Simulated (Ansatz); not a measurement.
Gas-phase electronic energies from Ansatz, PBE0-D4/def2-TZVP geometries. CBS: MP2 limit from def2 TZ/QZ plus the TZ coupled-cluster correction, frozen cores. This one scheme is used for every species. Functionals use def2-TZVPP. For Se outer-core shells are correlated without core-valence functions, which leaves a few kJ/mol of doubt a bond. Scalar relativity is left out up to krypton. One conformer a species, not always the lowest.

Consider the ligand exchange at a P–N bond: `F/C=N/P` + `[SeH][SiH2][SeH]` → `P[Se][SiH2][SeH]` + `N=CF`.

```tsv
species	PBE-QIDH energy (Eh)
`F/C=N/P`	-535.47256
`[SeH][SiH2][SeH]`	-5093.65742
`P[Se][SiH2][SeH]`	-5435.41641
`N=CF`	-193.73170
```

Q: Work out ΔE.

A: ΔE = (-5435.41641) + (-193.73170) − (-535.47256) − (-5093.65742) = -0.01813 Eh = -47.6 kJ/mol. CCSD(T)/CBS gives -48.5 kJ/mol.

Q: What do rigid-rotor, harmonic-oscillator terms from PBE0-D4/def2-TZVP frequencies (298.15 K, 1 bar) make of the CCSD(T)/CBS value? (Best estimate.)

A: Computed: ΔZPE = +7.9 kJ/mol, ΔH = -40.0 kJ/mol, ΔS = 10 J/(mol·K), ΔG = -43.2 kJ/mol. Modes under 50 cm⁻¹ make the entropy rough.

Largest T1 diagnostic among the species: 0.014.

In def2-TZVPP, CCSD(T) changes the Hartree–Fock value by −8.8 kJ/mol (the triples alone add −1.3 kJ/mol) and MP2 by −11.7 kJ/mol. At CCSD(T), def2-SVP lies +6.7 kJ/mol from the extrapolated value and def2-TZVPP +4.0 kJ/mol. Leaving LDA and LC-ωPBE aside and taking each functional with its dispersion term where it has one, the values, not all of them listed here, spread over 11.9 kJ/mol, from revPBE-D4 to CAM-B3LYP-D4. LDA lies +5.1 kJ/mol from PBE without D4.
